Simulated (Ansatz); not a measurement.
Reactions of C₂H₃IO, SMILES `OC=CI`.

Isolated molecules relaxed with PBE0-D4/def2-TZVP in Ansatz; ΔE leaves out vibrations. CCSD(T)/CBS adds triple-zeta CCSD(T) − MP2 to the extrapolated MP2 energy (def2 sets, frozen cores). This one scheme is used for every species, atoms too. Double bonds are as drawn, so ΔE can hold a change between cis and trans. DFT in def2-TZVPP. B3LYP here is the variant with VWN-RPA as its local correlation; programs differ in this. No spin–orbit coupling; open shells (•) take unrestricted orbitals. Spin–orbit coupling would lower the free atoms: a little for C, O; strongly for I. Elements past krypton have def2 core potentials. Bonds to Br, I are less sure, by a few kJ/mol each and by 10 to 20 or more in all where they break to atoms, as the def2 sets lack core-valence functions. Scalar relativity is left out up to krypton. Each species was taken in one conformer, which may not be the lowest.

| reaction | PBE-D4 (kJ/mol) | B3LYP-D4 (kJ/mol) | ωB97X-V (kJ/mol) | r2SCAN-D4 (kJ/mol) | CCSD(T)/CBS(def2) (kJ/mol) |
| --- | --- | --- | --- | --- | --- |
| `O/C=C\I` + H₂ → `C=CI` + H₂O | -51 | -61 | -61 | -54 | -72 |
| `O/C=C\I` → `CC(=O)I` | -82 | -80 | -74 | -85 | -67 |
| `O/C=C\I` + SiH₄ → `O/C=C/[SiH3]` + HI | -39 | -43 | -46 | -45 | -41 |
| `O/C=C\I` → 2 C• + 3 H• + I• + O• | 2723 | 2611 | 2609 | 2631 | 2625 |
| `O/C=C\I` + HBr → `Br/C=C/I` + H₂O | 13 | 10 | 15 | 15 | 1 |
| `O/C=C\I` + `BF` → `O/C=C/BF` + HI | -92 | -92 | -92 | -98 | -83 |

Largest T1 diagnostic: 0.014, for `O/C=C/BF`.
